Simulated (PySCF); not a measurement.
C3HF4, SMILES [CH]=C(F)C(F)(F)F, multiplicity 2.

The structure is a stationary point at B3LYP-D3(BJ)/def2-SVP. The isomer is the one that the SMILES or the coordinates give; other isomers of the formula were not compared.

Computed with TDA-CAM-B3LYP/def2-SVPD (PySCF).

Vertical excitations. The molecule is in vacuum.

```
state    energy (eV)  λ (nm)      f                                                                                                             main pairs
-------  -----------  ------  -----  ---------------------------------------------------------------------------------------------------------------------
root 1          2.52     492  0.001                                                                                                       β HOMO→LUMO 97 %
root 2          4.56     272  0.000                                                                                 α HOMO−1→LUMO 48 %, β HOMO→LUMO+1 48 %
root 3          5.31     233  0.002                                                                                                       α HOMO→LUMO 97 %
root 4          6.40     194  0.001                                                                                                     β HOMO−1→LUMO 89 %
root 5          7.83     158  0.121                                                             α HOMO→LUMO+1 42 %, α HOMO−1→LUMO 19 %, β HOMO→LUMO+1 18 %
root 6          8.05     154  0.084  α HOMO→LUMO+1 23 %, α HOMO−1→LUMO 13 %, α HOMO→LUMO+2 7 %, β HOMO−9→LUMO 17 %, β HOMO−5→LUMO 16 %, β HOMO→LUMO+1 14 %
root 7          8.14     152  0.001                                                                               α HOMO−1→LUMO+1 25 %, β HOMO→LUMO+2 53 %
root 8          8.44     147  0.034                                                                               α HOMO−1→LUMO+1 56 %, β HOMO→LUMO+2 28 %
root 9          8.49     146  0.005                                                                                                     β HOMO−2→LUMO 90 %
root 10         8.51     146  0.083    α HOMO→LUMO+1 17 %, α HOMO−1→LUMO 6 %, β HOMO−9→LUMO 32 %, β HOMO−5→LUMO 20 %, β HOMO−1→LUMO 5 %, β HOMO→LUMO+1 5 %
```
Unrestricted roots are not spin-pure.
